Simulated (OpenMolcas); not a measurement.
# P+: effect of the basis set

```
Program             : OpenMolcas 26.06
Method              : SS-RASPT2, IPEA 0.25 Eh, imaginary shift 0.1 Eh (closed shells correlated: 2s 2p)
Active space        : 4 electrons in 9 orbitals (RAS2 3s 3p; RAS3 3d, at most 2 electrons)
State averaging     : 2S+1 = 3 even, 6 roots; 2S+1 = 1 even, 11 roots; 2S+1 = 5 odd, 1 root; 2S+1 = 3 odd, 8 roots; 2S+1 = 1 odd, 8 roots
Spin-orbit coupling : RASSI with atomic mean-field integrals over the reference wave functions, term energies averaged over their components
```

A. ANO-RCC-VTZP [5s4p2d1f], DKH2, point nucleus; CASPT2 step about 25 core-seconds
B. ANO-R2 [5s4p3d1f], X2C, finite nucleus; CASPT2 step roughly 30 core-seconds
C. ANO-RCC-VQZP [6s5p3d2f1g], DKH2, point nucleus; CASPT2 step of the order of 22 core-seconds
D. ANO-RCC [8s7p5d4f2g], DKH2, point nucleus; CASPT2 step roughly 40 core-seconds

Energies in cm-1 above 3s2 3p2 3P0, the measured ground level; measured values from NIST Handbook of Basic Atomic Spectroscopic Data.

| Level | A | B | C | D | Measured |
| --- | --- | --- | --- | --- | --- |
| 3s2 3p2 3P0 | 0.0 | 0.0 | 0.0 | 0.0 | 0.0 |
| 3s2 3p2 3P1 | 144 | 144 | 143 | 145 | 165 |
| 3s2 3p2 3P2 | 415 | 415 | 412 | 416 | 469 |
| 3s2 3p2 1D2 | 9240 | 9320 | 8910 | 8850 | 8882 |
| 3s2 3p2 1S0 | 22120 | 22300 | 21600 | 21540 | 21576 |
| 3s 3p3 5S* 2 | 43690 | 43880 | 44330 | 45060 | 45697 |
| 3s 3p3 3D* 1 | 64600 | 65180 | 64500 | 64880 | 65251 |
| 3s 3p3 3D* 2 | 64620 | 65190 | 64510 | 64890 | 65272 |
| 3s 3p3 3D* 3 | 64640 | 65210 | 64530 | 64910 | 65307 |
| 3s 3p3 3P* 2 | 76910 | 77680 | 76260 | 76460 | 76764 |
| 3s 3p3 3P* 1 | 76940 | 77700 | 76300 | 76500 | 76812 |
| 3s 3p3 3P* 0 | 76950 | 77710 | 76310 | 76510 | 76823 |

Deviations, from unrounded energies. A percentage is the sum of absolute deviations over the sum of measured energies, with the sign that they share, or ± where signs differ.

```tsv
Against measurement	Levels	A	B	C	D
mean absolute deviation (cm-1)	11	490	550	480	260
fine structure of the ground term (%)	2	-11.9	-11.7	-12.4	-11.4
other terms of the ground configuration (%)	2	+3.0	+3.8	+0.2	-0.2
other configurations (%)	7	±0.9	±1.0	-1.1	-0.6
```

D lies closest to measurement on these levels and B furthest from it. The largest miss of D in the table is 3s 3p3 5S* 2, by -630 cm-1. The ranking rests on the paired levels alone, and a cruder setting can come out closer through cancelling errors.

Among A to D the level of the table that moves most is 3s 3p3 3P* 2, by 1400 cm-1 (lowest in C, highest in B). Moves below CASPT2's spread within the term are not significant.

Term energies are means over components that CASPT2 splits; among the terms shown or strongly mixed into the levels shown the widest spread is 21 cm-1 (3s2 3p2 1D, A). Over all roots computed the reference weight is 0.94 to 0.99 in C, 0.92 to 0.99 in D; the roots of lowest weight are the least certain, and an intruder state may touch them. The run also gave levels led by 3s 3p2 3d, 3s2 3p 3d, which use shells meant for correlation; these and all levels above them are left out. Some terms mix strongly with configurations of 3d, whose occupation reaches 0.26 (3s 3p3 3D*, 3s 3p3 3P*) (figures for A; the like holds for B, C, D). Computed and measured levels are paired by configuration, term and J; levels that our copy of the source lacks, or whose pairing is in doubt (as where it misses far off the trend of its configuration), stay unpaired and out of the deviations. Only configurations of the active space appear. The table leaves out levels that lie high or whose names do not pair safely across all columns.

* marks odd parity.
